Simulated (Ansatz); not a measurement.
Consider the ligand exchange at a Ge–F bond: `C[N](C)[Ge]([F])([N](C)C)[N](C)C` + HCl → `C[N](C)[Ge]([Cl])([N](C)C)[N](C)C` + H–F.

Isolated molecules relaxed with PBE0-D4/def2-TZVP in Ansatz; ΔE leaves out vibrations. CCSD(T)/CBS adds triple-zeta CCSD(T) − MP2 to the extrapolated MP2 energy (def2 sets, frozen cores). This one scheme is used for every species. DFT in def2-TZVPP. For Ge outer-core shells are correlated without core-valence functions, which leaves a few kJ/mol of doubt a bond. Scalar relativity is left out up to krypton. Each species was taken in one conformer, which may not be the lowest.

| level | ΔE (kJ/mol) |
| --- | --- |
| LDA (SPW92) | -9.7 |
| PBE-D4 | -12.3 |
| BLYP-D4 | -7.2 |
| PBE0-D4 | -13.7 |
| B2PLYP | -1.1 |
| PBE0 | -6.3 |
| LC-ωPBE | 2.7 |
| HF/def2-SVP | 13.7 |

What does CCSD(T)/CBS give? (Estimate.)

The calculation gave: -11.9 kJ/mol. The listed levels differ from it by 2.2, -0.4, 4.7, -1.8, 10.8, 5.6, 14.6, 25.6 kJ/mol.

Largest T1 diagnostic among the species: 0.011.

In def2-TZVPP, CCSD(T) changes the Hartree–Fock value by −19.1 kJ/mol (the triples alone add −3.9 kJ/mol) and MP2 by −28.9 kJ/mol. The D4 term adds −13.0 kJ/mol with B3LYP and −7.5 kJ/mol with PBE0; it sums over pairs of atoms, weighted by their polarisabilities, and B3LYP, whose exchange is more repulsive, gets the larger term.

B3LYP here is the variant with VWN-RPA as its local correlation; programs differ in this.
